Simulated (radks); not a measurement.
Results of a calculation; reference values are marked as such.
Q: Ru5+, 39 electrons, occupied as [Kr] 4d3. Code: a radial shooting solver on a logarithmic mesh with Libxc functionals. Model: Dirac Kohn-Sham, BLYP, spin-unpolarised, spherical densities, finite nucleus; open shells fill j = l - 1/2 first; Fermi nuclear charge, rms radius 4.4809 fm. Some entries of the table are withheld. Estimate them.

orbital,occ.,eigenvalue (Ry),<r^2> (bohr^2)
1s1/2,2,-1616.998,0.001510
2s1/2,2,-236.9664,0.02495
2p1/2,2,(1),(2)
2p3/2,4,(3),(4)
3s1/2,2,-45.99221,0.1855
3p1/2,2,(5),(6)
3p3/2,4,(7),(8)
3d3/2,4,-25.47145,0.1745
3d5/2,6,-25.15228,0.1775
4s1/2,2,(9),(10)
4p1/2,2,-8.48258,1.284
4p3/2,4,-8.20931,1.346
4d3/2,3,-4.96691,1.997
4d5/2,0,-4.92996,2.025

A: 
(1) 2p1/2 eigenvalue (Ry): -219.3872
(2) 2p1/2 <r^2> (bohr^2): 0.01876
(3) 2p3/2 eigenvalue (Ry): -209.7598
(4) 2p3/2 <r^2> (bohr^2): 0.02011
(5) 3p1/2 eigenvalue (Ry): -39.17509
(6) 3p1/2 <r^2> (bohr^2): 0.1821
(7) 3p3/2 eigenvalue (Ry): -37.53922
(8) 3p3/2 <r^2> (bohr^2): 0.1918
(9) 4s1/2 eigenvalue (Ry): -10.57743
(10) 4s1/2 <r^2> (bohr^2): 1.117
